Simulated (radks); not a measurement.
Q: Valence configurations of Lu3+ (all share [Xe]). All-electron calculation, Dirac Kohn-Sham, LDA (Slater exchange, Perdew-Wang correlation), spin-unpolarised, spherical densities, point nucleus; open shells fill j = l - 1/2 first. Program: a radial shooting solver on a logarithmic mesh with Libxc functionals. Order these by energy: 4f13 6p1; 4f12.5 6s0.5 6p1; 4f12 6s2; 4f13 5d1; 4f13.5 6p0.5; 4f14; 4f13 6s0.5 6p0.5; 4f13.5 6s0.5; 4f13.5 5d0.5; 4f13 6s1.

A: From the lowest, in eV above it: 4f14 0.000; 4f13.5 5d0.5 5.728; 4f13.5 6s0.5 6.539; 4f13.5 6p0.5 9.408; 4f13 5d1 12.823; 4f13 6s1 15.099; 4f13 6s0.5 6p0.5 18.079; 4f13 6p1 21.062; 4f12.5 6s0.5 6p1 32.111; 4f12 6s2 39.144. NIST lists [Xe] 4f14 as the ground configuration; this level of theory agrees among the configurations tried. The energies are those of spherical spin-averaged densities, not of single terms.
